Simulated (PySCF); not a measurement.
From one molecule to another.

First species: m-toluidine, C7H9N.
SMILES: `Cc1cccc(N)c1`

Second species: C2H11AsSi2.
Structure used (PBE0-D3(BJ)/def2-SVP), in Å, numbered top down from 1:
```
atom  x, y, z in Å
C1    -2.1317    0.3973    0.2834
C2    -1.3963   -0.1047   -0.9549
Si3   -0.3368   -1.6406   -0.6648
As4    1.0643   -1.2564    1.2182
Si5    2.1252    0.5882    0.1835
H6    -1.4302    0.6864    1.0828
H7    -2.7983   -0.3734    0.7020
H8    -2.7495    1.2805    0.0579
H9    -0.7416    0.6844   -1.3650
H10   -2.1088   -0.3485   -1.7626
H11    0.4693   -1.9623   -1.8840
H12   -1.2029   -2.8204   -0.3468
H13    2.1284   -2.2334    0.7261
H14    2.3693    0.3930   -1.2803
H15    1.2406    1.7806    0.3602
H16    3.4290    0.8539    0.8629
```

Levels: PBE0/def2-SVPD for dipole moment, HOMO energy, LUMO energy, HOMO–LUMO gap, static isotropic polarisability and electronic spatial extent ⟨r²⟩ about the centre of nuclear charge; TDDFT PBE0/def2-SVPD for lowest singlet excitation; TDA PBE0/def2-SVPD for lowest triplet excitation (Tamm–Dancoff); ΔSCF PBE0/def2-SVPD for vertical ionisation energy; PBE0-D3(BJ)/def2-SVP for rotational constant A and rotational constant C. Geometries: PBE0-D3(BJ)/def2-SVP. All species are isolated and taken at one optimised geometry, non-relativistic unless stated; the electronic structure was computed with PySCF and density fitting.

The conformers computed, where there is a choice (atom-mapped SMILES and torsion angles):
- `[CH3:1][c:2]1[cH:3][cH:4][cH:5][c:6]([NH2:7])[cH:8]1`: H–N7–C6–C5 -23°, H–N7–C6–C5 -160°
- `[CH3:1][CH2:2][SiH2:3][AsH:4][SiH3:5]`: C1–C2–Si3–As4 -51°, C2–Si3–As4–Si5 -61°

| property | column X | column Y |
| --- | --- | --- |
| dipole moment | 0.99 D | 1.54 D |
| HOMO energy | -7.20 eV | -5.85 eV |
| LUMO energy | -0.12 eV | -0.03 eV |
| HOMO–LUMO gap | 7.08 eV | 5.82 eV |
| lowest singlet excitation | 5.90 eV | 4.77 eV |
| lowest triplet excitation (Tamm–Dancoff) | 5.23 eV | 3.83 eV |
| static isotropic polarisability | 116.8 au | 92.5 au |
| vertical ionisation energy | 9.01 eV | 7.64 eV |
| electronic spatial extent ⟨r²⟩ about the centre of nuclear charge | 1282 bohr² | 991 bohr² |
| rotational constant A | 2.266 GHz | 3.642 GHz |
| rotational constant C | 1.045 GHz | 1.213 GHz |

(1) Which column belongs to which species?

(2) How does each property change from the first species to the second?

Answers

(1) Column X is the second species and column Y the first. The first has 17 atoms and 58 electrons, the second 16 and 84.

(2) dipole moment -0.55 D; HOMO energy -1.35 eV; LUMO energy -0.09 eV; HOMO–LUMO gap +1.26 eV; lowest singlet excitation +1.13 eV; lowest triplet excitation (Tamm–Dancoff) +1.40 eV; static isotropic polarisability +24.3 au; vertical ionisation energy +1.37 eV; electronic spatial extent ⟨r²⟩ about the centre of nuclear charge +291 bohr²; rotational constant A -1.376 GHz; rotational constant C -0.168 GHz.

On the first: No computed singlet falls in the visible range (750 to 380 nm, 1.65 to 3.26 eV); S1 lies 1.51 eV above its blue end. The polarisability is 13.70 Å³ as a volume (1 au = 0.148185 Å³), or 1.59 au for each of the 58 electrons.

On the second: No computed singlet falls in the visible range (750 to 380 nm, 1.65 to 3.26 eV); S1 lies 2.64 eV above its blue end. The principal polarisabilities are 104.5, 115.0 and 131.1 au; their mean is the isotropic value. The calculation is non-relativistic and has no spin–orbit coupling, an omission that weighs most on arsenic.
